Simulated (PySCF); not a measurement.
Predicted microwave data (PBE0/def2-SVPD in PySCF (dipole) on a GFN2-xTB geometry, gas phase) for one isomer of C6H6F4:

- Rotational constants: A = 2615, B = 763.9, C = 661.7 MHz
- Dipole components: |μa| = 3.75 D, |μb| = 1.81 D, |μc| = 0.00 D
- Inertial defect: -91.10 u·Å²
- κ: -0.90

Question: Which candidate fits, each taken in the one conformer that was computed?
A. `[CH2:1]=[CH:2][CH2:3]/[C:4](=[CH:5]/[F:6])[C:7]([F:8])([F:9])[F:10]` with C1–C2–C3–C4 -116°, C2–C3–C4–C5 10°
B. `[F:1][C@H:2]1[CH:3]=[C:4]([CH2:5][C:6]([F:7])([F:8])[F:9])[CH2:10]1` with C3–C4–C5–C6 -103°
C. `[CH3:1][C:2]#[C:3][CH2:4][C@H:5]([F:6])[C:7]([F:8])([F:9])[F:10]` with C3–C4–C5–F6 -171°
D. `[CH2:1]=[C:2]([CH3:3])/[C:4]([F:5])=[CH:6]/[C:7]([F:8])([F:9])[F:10]` with C1–C2–C4–F5 1°

Answer: D. It is C=C(C)/C(F)=C/C(F)(F)F, an asymmetric top, point group Cs. The candidates at the same level (rigid rotor, commonest isotopes):

```csv
SMILES,A (MHz),B (MHz),C (MHz),μa (D),μb (D),μc (D),Δ (u·Å²),point group,rotor
F[C@H]1C=C(CC(F)(F)F)C1,3590,635.5,616.3,0.23,0.47,0.88,-115.92,C1,near-prolate asymmetric top
CC#CC[C@H](F)C(F)(F)F,2170,802.7,673.4,2.72,0.76,0.54,-111.97,C1,asymmetric top
C=C(C)/C(F)=C/C(F)(F)F,2615,763.9,661.7,3.75,1.81,0.00,-91.10,Cs,asymmetric top
C=CC/C(=C/F)C(F)(F)F,1854,916.4,705.5,3.27,0.08,0.20,-107.68,C1,asymmetric top
```

`CC#CC[C@H](F)C(F)(F)F` has A 17 % too low; `F[C@H]1C=C(CC(F)(F)F)C1` has A 37 % too high; `C=CC/C(=C/F)C(F)(F)F` has A 29 % too low. In the right answer the mirror of this Cs structure is the ab plane, so μc vanishes by symmetry. No structure here is proved a minimum.
